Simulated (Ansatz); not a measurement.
`C[N](C)[W]([CH3])(=[S])=[S]` + H₂O → `C[N](C)[W]([OH])(=[S])=[S]` + CH₄ at 298.15 K and 1 bar (formal hydrolysis of a W–C bond).

Isolated molecules relaxed with PBE0-D4/def2-TZVP in Ansatz; ΔE leaves out vibrations. CBS: MP2 limit from def2 TZ/QZ plus the TZ coupled-cluster correction, frozen cores. This one scheme is used for every species. def2 core potentials past Kr. For W outer-core shells are correlated without core-valence functions, which leaves a few kJ/mol of doubt a bond. Each species was taken in one conformer, which may not be the lowest.

```csv
species,CCSD(T)/CBS energy (Eh),H − E (kJ/mol),S (J/(mol·K))
`C[N](C)[W]([CH3])(=[S])=[S]`,-1036.91270,350.8,440.5
H₂O,-76.37941,66.4,188.7
`C[N](C)[W]([OH])(=[S])=[S]`,-1072.86505,290.3,445.8
CH₄,-40.46206,127.4,186.2
```

H − E and S are ideal-gas, rigid-rotor, harmonic terms from PBE0-D4/def2-TZVP, for one conformer and one mirror image of each species. 1 Eh = 2625.50 kJ/mol, R = 8.31446 J/(mol·K).

**Question.** By hand: ΔE, ΔH, ΔS and ΔG.

**Answer.** ΔE = (-1072.86505) + (-40.46206) − (-1036.91270) − (-76.37941) = -0.03500 Eh = -91.9 kJ/mol. Δ(H − E) = 290.3 + 127.4 − 350.8 − 66.4 = 0.5, so ΔH = -91.4 kJ/mol. ΔS = 445.8 + 186.2 − 440.5 − 188.7 = 2.8 J/(mol·K). ΔG = -91.4 − 298.15 × (2.8)/1000 = -92.2 kJ/mol.

**Question.** By hand: the equilibrium constant, and the temperature at which ΔG would vanish if ΔH and ΔS stayed fixed.

**Answer.** log₁₀ K = −ΔG/(RT ln 10) = 16.2. ΔH and −TΔS have one sign here, so there is no such temperature.

The number of gas molecules stays the same, so ΔS is small and ΔH decides. A doubt of 5 kJ/mol in ΔE shifts log₁₀ K by 0.9 here. Other conformers and mirror images would add mixing entropy, several J/(mol·K) or more a flexible species. Modes under 60 cm⁻¹, often nearly free rotors, make the harmonic entropy too high. These are equilibria of isolated gas molecules and say nothing of rates. Largest T1 diagnostic: 0.021 (customary marks: 0.02 for closed shells, 0.045 for open ones).

ΔS is within the doubt of such terms, so its sign, and with it that verdict, could turn.
